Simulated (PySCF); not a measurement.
Identify the unknown among the candidates.

All candidates are C2H11N3Si3.

| technique | computed result |
| --- | --- |
| 1H NMR | chemical shifts (computed TMS as zero) by class: 5.27 (1 H), 5.16 (1 H), 5.10 (1 H), 4.77 (3 H), 1.97 (1 H), 1.42 (1 H), 0.22 (1 H), -0.17 (2 H) ppm [GIAO PBE0/pcSseg-1] |
| Dipole | 4.23 D [PBE0/pcSseg-1] |
| NMR, other nuclei | isotropic shieldings of nuclei other than C and H, by class: -28 (1 N), 262 (1 N), 270 (1 N), 373 (1 Si), 397 (1 Si), 405 (1 Si) ppm [GIAO PBE0/pcSseg-1] |
| 13C NMR | chemical shifts (computed TMS as zero) by class: 123.7 (1 C), 5.1 (1 C) ppm [GIAO PBE0/pcSseg-1] |
| Rotational structure | rotational constants A, B, C: 1.338, 0.763, 0.562 GHz [GFN2-xTB] |

The electronic properties come from PySCF, for the isolated species, density fitting. Levels stand in brackets. Geometry: GFN2-xTB, one conformer, isolated molecule. Each NMR value is the plain mean over a class of atoms that symmetry, rotation or inversion makes alike.

**Question.** Which candidate is it?
A. `N#CC[Si@@H](N[SiH3])[SiH2]N`
B. `N#C[Si@@](N)(C[SiH3])N[SiH3]`
C. `C#C[Si](N)(N)N([SiH3])[SiH3]`
D. `N#CC[Si@@H](N)[Si@@H](N)[SiH3]`
E. `C#C[SiH2]N([SiH3])[SiH](N)N`

**Answer.** A. It is `N#CC[Si@@H](N[SiH3])[SiH2]N`. Numbering: `[N:1]#[C:2][CH2:3][Si@@H:4]([NH:5][SiH3:6])[SiH2:7][NH2:8]`. Its formula, C2H11N3Si3, gives 2 degrees of unsaturation: 0 rings and 2 π bonds in the structure found. 2 carbons fall into 2 classes; from least to most shielded: nitrile carbon [C2] (123.7 ppm), sp3 carbon bound to silicon [C3] (5.1 ppm). Hydrogen classes from least to most shielded: 1 H on an SiH2 silicon, Si7 (5.27 ppm), 1 H on an SiH2 silicon, Si7 (5.16 ppm), 1 H on an SiH silicon, Si4 (5.10 ppm), 3 H on an SiH3 silicon, Si6 (4.77 ppm), 1 H on an sp3 carbon bound to silicon, C3 (1.97 ppm), 1 H on an sp3 carbon bound to silicon, C3 (1.42 ppm), 1 H on a nitrogen bridging silicon atoms, N5 (0.22 ppm), 2 H on a silicon-bound nitrogen, N8 (-0.17 ppm). The other shieldings belong to: -28 ppm, nitrile nitrogen [N1]; 262 ppm, nitrogen bridging silicon atoms [N5]; 270 ppm, silicon-bound nitrogen [N8]; 373 ppm, SiH silicon [Si4]; 397 ppm, SiH2 silicon [Si7]; 405 ppm, SiH3 silicon [Si6]. The optimised geometry has point group C1 and is an asymmetric top.

The others, at the same levels:
- `N#C[Si@@](N)(C[SiH3])N[SiH3]` fails: its computed 13C shifts are 126.4 (1 C), -3.1 (1 C) ppm, 1H shifts are 4.82 (3 H), 4.06 (3 H), 0.88 (2 H), 0.10 (1 H), 0.06 (1 H), -0.01 (1 H) ppm and rotational constant A is 1.550 GHz (against 1.338 GHz).
- `N#CC[Si@@H](N)[Si@@H](N)[SiH3]` fails: its computed 1H shifts are 5.62 (1 H), 5.59 (1 H), 3.49 (3 H), 2.05 (1 H), 1.80 (1 H), 0.39 (2 H), -0.11 (2 H) ppm, rotational constant A is 1.655 GHz (against 1.338 GHz) and dipole moment is 3.73 D (against 4.23 D).
- `C#C[SiH2]N([SiH3])[SiH](N)N` fails: its computed 13C shifts are 104.2 (1 C), 87.8 (1 C) ppm, 1H shifts are 5.09 (1 H), 4.98 (2 H), 4.80 (3 H), 2.03 (1 H), 0.51 (4 H) ppm and rotational constant A is 1.928 GHz (against 1.338 GHz).
- `C#C[Si](N)(N)N([SiH3])[SiH3]` fails: its computed 13C shifts are 96.1 (1 C), 90.4 (1 C) ppm, 1H shifts are 4.81 (6 H), 1.65 (1 H), 0.84 (4 H) ppm and smallest rotational constant is 0.828 GHz (against 0.562 GHz).

Each candidate is one conformer, not necessarily the lowest. Dipoles, sizes and rotational constants follow the conformer. The torsions of the flexible species, by atom-mapped SMILES:
- `[N:1]#[C:2][CH2:3][Si@@H:4]([NH:5][SiH3:6])[SiH2:7][NH2:8]`: C2–C3–Si4–N5 -62°, C3–Si4–N5–Si6 -56°, C3–Si4–Si7–N8 119°, H–N8–Si7–Si4 50°, H–N8–Si7–Si4 -172°
- `[N:1]#[C:2][Si@@:3]([NH2:4])([CH2:5][SiH3:6])[NH:7][SiH3:8]`: C2–Si3–C5–Si6 -59°, C2–Si3–N7–Si8 -52°, H–N4–Si3–C2 75°, H–N4–Si3–C2 -62°
- `[N:1]#[C:2][CH2:3][Si@@H:4]([NH2:5])[Si@@H:6]([NH2:7])[SiH3:8]`: C2–C3–Si4–N5 -165°, C3–Si4–Si6–N7 69°, H–N5–Si4–C3 176°, H–N5–Si4–C3 -46°, H–N7–Si6–Si4 173°, H–N7–Si6–Si4 -47°
- `[CH:1]#[C:2][SiH2:3][N:4]([SiH3:5])[SiH:6]([NH2:7])[NH2:8]`: C2–Si3–N4–Si5 -55°, Si3–N4–Si6–N7 99°, H–N7–Si6–N4 176°, H–N7–Si6–N4 -49°, H–N8–Si6–N4 -75°, H–N8–Si6–N4 57°
- `[CH:1]#[C:2][Si:3]([NH2:4])([NH2:5])[N:6]([SiH3:7])[SiH3:8]`: C2–Si3–N6–Si7 90°, H–N4–Si3–C2 51°, H–N4–Si3–C2 -176°, H–N5–Si3–C2 -155°, H–N5–Si3–C2 67°
